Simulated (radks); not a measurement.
Kr, configuration [Kr].

Calculated with a radial shooting solver on a logarithmic mesh with Libxc functionals: scalar-relativistic Kohn-Sham, MS2 meta-GGA, spin-polarised, spherical densities, finite nucleus; meta-GGA in the generalised Kohn-Sham scheme; Fermi nuclear charge, rms radius 4.1884 fm.

Energy parts (hartree):
| part | energy |
|---|---|
| total | -2790.29660 |
| kinetic | 2854.15898 |
| electron-nucleus | -6730.11308 |
| Hartree | 1182.16138 |
| exchange-correlation | -96.50389 |

Orbitals (lengths in bohr, moments of r in powers of bohr; r(max) is where P^2 peaks; r(90%) holds 90 % of the orbital's charge):
[
 {"orbital": "1s", "occ.": "2", "eigenvalue (hartree)": "-521.1124", "r(max)": "0.02707", "<r^4>": "0.00001384", "<r>": "0.04146", "r(90%)": "0.0741"},
 {"orbital": "2s", "occ.": "2", "eigenvalue (hartree)": "-68.84850", "r(max)": "0.1539", "<r^4>": "0.002706", "<r>": "0.1831", "r(90%)": "0.283"},
 {"orbital": "2p", "occ.": "6", "eigenvalue (hartree)": "-60.72122", "r(max)": "0.1236", "<r^4>": "0.001970", "<r>": "0.1601", "r(90%)": "0.261"},
 {"orbital": "3s", "occ.": "2", "eigenvalue (hartree)": "-9.87607", "r(max)": "0.4664", "<r^4>": "0.1621", "<r>": "0.5284", "r(90%)": "0.784"},
 {"orbital": "3p", "occ.": "6", "eigenvalue (hartree)": "-7.26228", "r(max)": "0.4635", "<r^4>": "0.1946", "<r>": "0.5396", "r(90%)": "0.821"},
 {"orbital": "3d", "occ.": "10", "eigenvalue (hartree)": "-2.99572", "r(max)": "0.4127", "<r^4>": "0.3106", "<r>": "0.5559", "r(90%)": "0.909"},
 {"orbital": "4s", "occ.": "2", "eigenvalue (hartree)": "-0.87445", "r(max)": "1.349", "<r^4>": "13.37", "<r>": "1.588", "r(90%)": "2.36"},
 {"orbital": "4p", "occ.": "6", "eigenvalue (hartree)": "-0.35141", "r(max)": "1.551", "<r^4>": "34.54", "<r>": "1.932", "r(90%)": "2.97"}
]

The highest occupied level is 4p at -9.562 eV. The electron density at the nucleus is 5.014e+04 e/bohr^3 (large components only). The density falls to 0.001 e/bohr^3 at r = 4.00 bohr. Summed over all electrons, <r^2> = 38.80 bohr^2, which gives a Langevin (diamagnetic) susceptibility term of -30.7 x 10^-6 cm^3/mol. For comparison, the ionisation energy in NIST's Atomic Spectra Database is 14.000 eV (measured). In exact Kohn-Sham theory the highest level is minus the ionisation energy, but local and semilocal functionals leave it too shallow, through self-interaction and a potential that decays too fast; potentials with the right tail come closer.
